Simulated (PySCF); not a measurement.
PySCF input (BP86/6-31G* (5d)):

```python
from pyscf import gto, dft

mol = gto.M(
    atom='''
    C    -1.38192300   -0.13927200   -0.03950900
    C     0.07232300    0.01276600   -0.29983500
    F     0.83790800   -1.01627300    0.08872400
    F     0.61747500    1.15976800    0.12820400
    H    -1.57576300   -0.17849400    1.04003700
    H    -1.74308100   -1.06007200   -0.49417900
    H    -1.92199900    0.70614900   -0.46213500
    ''',
    basis='6-31g*',
    charge=0,
    spin=1,
    verbose=4,
)

mf = dft.UKS(mol, xc='bp86')
mf.grids.level = 3
mf.conv_tol = 1e-9
mf.max_cycle = 100
mf.max_memory = 1500
mf.kernel()
if not mf.converged:
    mf = mf.newton()
    mf.kernel(mf.make_rdm1())
mo, _, stable, _ = mf.stability(return_status=True)
if not stable:
    mf.kernel(mf.make_rdm1(mo, mf.mo_occ))
    stable = mf.stability(return_status=True)[2]
mf.dip_moment()
```

From the output:

```
direct_scf_tol = 1e-13
number electrons alpha = 17  beta = 16
XC library pyscf.dft.libxc version 7.1.2
    S. Lehtola, C. Steigemann, M. J. T. Oliveira, and M. A. L. Marques,  SoftwareX 7, 1–5 (2018)
XC functionals = bp86
    A. D. Becke,  Phys. Rev. A 38, 3098 (1988)
    J. P. Perdew,  Phys. Rev. B 33, 8822 (1986)
    J. P. Perdew,  Phys. Rev. B 34, 7406–7406 (1986)
radial grids:
    Treutler-Ahlrichs [JCP 102, 346 (1995); DOI:10.1063/1.469408] (M4) radial grids

becke partition: Becke, JCP 88, 2547 (1988); DOI:10.1063/1.454033
pruning grids: <function nwchem_prune>
grids dens level: 3
symmetrized grids: False
atomic radii adjust function: <function treutler_atomic_radii_adjust>
small_rho_cutoff = 0
Set gradient conv threshold to 3.16228e-05
tot grids = 86184
init E= -277.933084824267
  alpha nocc = 17  HOMO = -0.159224598632904  LUMO = 0.0553573495958055
  beta  nocc = 16  HOMO = -0.414579934272857  LUMO = -0.159224598632905

WARN: HOMO -0.159224598632904 >= LUMO -0.159224598632905

cycle= 1 E= -277.540553856938  delta_E= 0.393  |g|= 0.492  |ddm|=  1.8
  alpha nocc = 17  HOMO = -0.143459165720951  LUMO = 0.112013298042303
  beta  nocc = 16  HOMO = -0.237987133808855  LUMO = -0.0808422277324978
  HOMO = -0.143459165721  LUMO = -0.0808422277325  gap/eV = 1.70389
cycle= 2 E= -277.346681613048  delta_E= 0.194  |g|= 0.906  |ddm|= 0.853
  alpha nocc = 17  HOMO = -0.141010866575257  LUMO = 0.0993000494318017
  beta  nocc = 16  HOMO = -0.322592438179798  LUMO = -0.0675486318415168
  HOMO = -0.141010866575  LUMO = -0.0675486318415  gap/eV = 1.99901
cycle= 3 E= -277.62149364837  delta_E= -0.275  |g|= 0.0991  |ddm|= 0.579
  alpha nocc = 17  HOMO = -0.155938163222427  LUMO = 0.0886277810312013
  beta  nocc = 16  HOMO = -0.331455480616074  LUMO = -0.0794136991138199
  HOMO = -0.155938163222  LUMO = -0.0794136991138  gap/eV = 2.08234
cycle= 4 E= -277.625811599561  delta_E= -0.00432  |g|= 0.0256  |ddm|= 0.104
  alpha nocc = 17  HOMO = -0.158607811990889  LUMO = 0.0903675262734089
  beta  nocc = 16  HOMO = -0.331818868600548  LUMO = -0.0792253145883084
  HOMO = -0.158607811991  LUMO = -0.0792253145883  gap/eV = 2.16011
cycle= 5 E= -277.626111631275  delta_E= -0.0003  |g|= 0.00646  |ddm|= 0.0249
  alpha nocc = 17  HOMO = -0.156819647345275  LUMO = 0.0901037217342981
  beta  nocc = 16  HOMO = -0.330548135704338  LUMO = -0.0767936724708727
  HOMO = -0.156819647345  LUMO = -0.0767936724709  gap/eV = 2.17762
cycle= 6 E= -277.626132145851  delta_E= -2.05e-05  |g|= 0.00179  |ddm|= 0.00974
  alpha nocc = 17  HOMO = -0.157285134660409  LUMO = 0.0901768765462143
  beta  nocc = 16  HOMO = -0.330932891789098  LUMO = -0.0770234353961516
  HOMO = -0.15728513466  LUMO = -0.0770234353962  gap/eV = 2.18403
cycle= 7 E= -277.626133698366  delta_E= -1.55e-06  |g|= 0.000321  |ddm|= 0.0027
  alpha nocc = 17  HOMO = -0.15728999318481  LUMO = 0.0901833129451912
  beta  nocc = 16  HOMO = -0.330884503375465  LUMO = -0.0769379571304309
  HOMO = -0.157289993185  LUMO = -0.0769379571304  gap/eV = 2.18649
cycle= 8 E= -277.626133766944  delta_E= -6.86e-08  |g|= 0.000106  |ddm|= 0.000539
  alpha nocc = 17  HOMO = -0.157304108522618  LUMO = 0.090179935830355
  beta  nocc = 16  HOMO = -0.330886567079531  LUMO = -0.0769381193762642
  HOMO = -0.157304108523  LUMO = -0.0769381193763  gap/eV = 2.18687
cycle= 9 E= -277.626133773622  delta_E= -6.68e-09  |g|= 1.42e-05  |ddm|= 0.000163
  alpha nocc = 17  HOMO = -0.157302492696611  LUMO = 0.0901796650526605
  beta  nocc = 16  HOMO = -0.330884832101572  LUMO = -0.0769370794883999
  HOMO = -0.157302492697  LUMO = -0.0769370794884  gap/eV = 2.18685
cycle= 10 E= -277.626133773779  delta_E= -1.58e-10  |g|= 6.22e-06  |ddm|= 2.57e-05
  alpha nocc = 17  HOMO = -0.157302589108966  LUMO = 0.0901805667909583
  beta  nocc = 16  HOMO = -0.330886124508809  LUMO = -0.0769375718819036
  HOMO = -0.157302589109  LUMO = -0.0769375718819  gap/eV = 2.18684
Extra cycle  E= -277.626133773756  delta_E= 2.36e-11  |g|= 1.12e-05  |ddm|= 1.41e-05
converged SCF energy = -277.626133773756  <S^2> = 0.75151637  2S+1 = 2.0015158
uhf_internal: lowest eigs of H = [0.62231361 0.63994438 0.65769216]
<class 'pyscf.dft.uks.UKS'> wavefunction is stable in the internal stability analysis
Dipole moment(X, Y, Z, Debye): -1.62812, -0.16571,  0.04390
```

The geometry given is a B3LYP-D3(BJ)/def2-TZVP minimum.
